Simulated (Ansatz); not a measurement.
A nudged elastic band was laid between two geometries of CHClFSi (5 atoms, charge 0, multiplicity 2).

Level of theory: Ansatz 0.2.0, UKS r2SCAN-D4/STO-3G.

```yaml
movable_images: 5
climbing_image: yes
spring: 5.0 eV/Å²
optimiser: quadratic models (default)
start_path: IDPP
force_threshold: 0.05 eV/Å
iteration_limit: 60
end_points: relaxed
```

Initial state:

```xyz
5
Properties=species:S:1:pos:R:3
F -0.804 -0.864 0.929
C -0.383 -0.109 -0.110
Si 1.196 0.855 -0.301
Cl -1.792 0.116 -1.298
H 1.783 0.002 0.780
```

Final state:

```xyz
5
Properties=species:S:1:pos:R:3
F -1.199 -0.925 1.094
C -0.387 -0.208 0.289
Si 1.465 -0.293 0.299
Cl -1.433 0.551 -1.067
H 1.553 0.875 -0.615
```

Problem. Which bonds break or form, and what moves?

Solution. No bond is made or broken. The dihedral F1–C2–Si3–H5 goes from 20 to -171°.

Problem. Give the energies along the band, and the barrier.

Solution. The forces met the threshold. The highest image is number 3 of 0 to 6, 0.56 eV above the first end and 0.59 eV above the last; the last end lies 0.04 eV below the first. The profile has 2 maxima (images 3, 5) with wells between them (image 4): this band takes more than one step, which may be the mechanism or a detour left from its start path. A vibrational analysis at the climbing image gives one clearly imaginary mode, 434i cm⁻¹: a first-order saddle point. Limits of this set-up: minimal basis.

```json
{"image": "0", "path coordinate (Å)": "0.00", "energy (eV)": "0.00", "dihedral F1–C2–Si3–H5 (°)": "20"}
{"image": "1", "path coordinate (Å)": "0.55", "energy (eV)": "0.01", "dihedral F1–C2–Si3–H5 (°)": "-30"}
{"image": "2", "path coordinate (Å)": "1.11", "energy (eV)": "0.24", "dihedral F1–C2–Si3–H5 (°)": "-65"}
{"image": "3", "path coordinate (Å)": "1.66", "energy (eV)": "0.56", "dihedral F1–C2–Si3–H5 (°)": "-111"}
{"image": "4", "path coordinate (Å)": "2.30", "energy (eV)": "0.12", "dihedral F1–C2–Si3–H5 (°)": "-155"}
{"image": "5", "path coordinate (Å)": "2.93", "energy (eV)": "0.27", "dihedral F1–C2–Si3–H5 (°)": "-160"}
{"image": "6", "path coordinate (Å)": "3.57", "energy (eV)": "-0.04", "dihedral F1–C2–Si3–H5 (°)": "-171"}
```

Problem. What is the geometry of the highest image?

Solution. 
```xyz
5
Properties=species:S:1:pos:R:3
F -0.981 -1.566 0.287
C -0.393 -0.362 0.208
Si 1.147 0.379 -0.616
Cl -1.590 0.949 -0.586
H 1.818 0.601 0.706
```

The run took 4.3 min on 1 thread of Arm Neoverse V1 (shared host), peak memory 0.14 GiB.
